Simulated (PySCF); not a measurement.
## Polarisability and C₆ of F (fluorine, neutral)

[He] 2s2 2p5, 2P determinant. All numbers are calculated (PySCF 2.14, the non-relativistic Hamiltonian (point nucleus), in dyall-acv3z). Coupled (time-dependent) response in atomic units; α is the mean over directions.

| method | mean α (bohr³) | α xx, yy, zz | C₆ (like pair) | S(−4) |
| --- | --- | --- | --- | --- |
| UHF | 3.069 | 2.892, 3.157, 3.157 | 8.023 | 3.525 |
| PBE | 3.704 | 3.312, 3.900, 3.900 | 10.05 | 6.688 |
| PBE0 | 3.475 | 3.168, 3.629, 3.629 | 9.332 | 5.324 |
| TPSSh | 3.556 | 3.207, 3.730, 3.730 | 9.636 | 5.709 |
| r2SCANh | 3.460 | 3.158, 3.611, 3.611 | 9.496 | 4.945 |

S(−4) is the Cauchy moment in α(ω) = α(0) + S(−4) ω² + …

Reference α: 3.74 ± 0.08 bohr³ (recommended; Schwerdtfeger and Nagle, table of static dipole polarizabilities (2023 update)). Published C₆: 9.520 (Chu and Dalgarno (2004); Tang, Norbeck and Certain (1976)).

α(iu) at TPSSh:

| u (hartree) | α(iu) (bohr³) |
| --- | --- |
| 0 | 3.556 |
| 0.0500 | 3.542 |
| 0.100 | 3.501 |
| 0.200 | 3.353 |
| 0.300 | 3.151 |
| 0.500 | 2.708 |
| 0.750 | 2.204 |
| 1.00 | 1.791 |
| 1.50 | 1.210 |
| 2.00 | 0.8575 |
| 3.00 | 0.4892 |
| 5.00 | 0.2193 |

A single London oscillator, α(iu) = α/(1 + u²/ω²), gives C₆ = (3/4) ω α². Matching the computed C₆ needs ω = 4 × 9.636 / (3 × 3.556²) = 1.02 hartree.

The components differ because the open shell of this determinant is not spherical; for a pure term their mean is the scalar polarisability.
